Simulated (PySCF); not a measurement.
# Levels of Ru³³⁺ from EOM-EA-GCCSD

Reference: closed-shell Ru³⁴⁺, [Ne]; one electron is added. Calculated with PySCF 2.14, two-component X2C-1e with screened spin-orbit coupling, an even-tempered Gaussian basis (18 s from 3.3 bohr⁻², ratio 2.6; 13 p from 4.3 bohr⁻², ratio 2.6; 6 d from 4.4 bohr⁻², ratio 2.8; 3 f from 110 bohr⁻², ratio 2.8); frozen 1s2; the 56 highest virtual spinors dropped; of the others 44 kept and the rest restored at second order. No Breit or QED terms. Binding energies in eV.

| level | Koopmans |
| --- | --- |
| 3s1/2 | 2012.8 |
| 3p1/2 | 1937.9 |
| 3p3/2 | 1904.1 |
| 3d3/2 | 1805.5 |
| 3d5/2 | 1798.5 |

How does correlation move these levels?

3s1/2: second order 2013.5, EOM-CCSD 2013.5; 3p1/2: second order 1938.8, EOM-CCSD 1938.8; 3p3/2: second order 1904.9, EOM-CCSD 1904.9; 3d3/2: second order 1806.1, EOM-CCSD 1806.1; 3d5/2: second order 1799.1, EOM-CCSD 1799.1.

For comparison, the ionisation energy of Ru³³⁺ is 2013.04 ± 0.06 eV (semi-empirical (NIST evaluation); NIST Atomic Spectra Database, ionization energies).

Only part of the computed levels is shown.
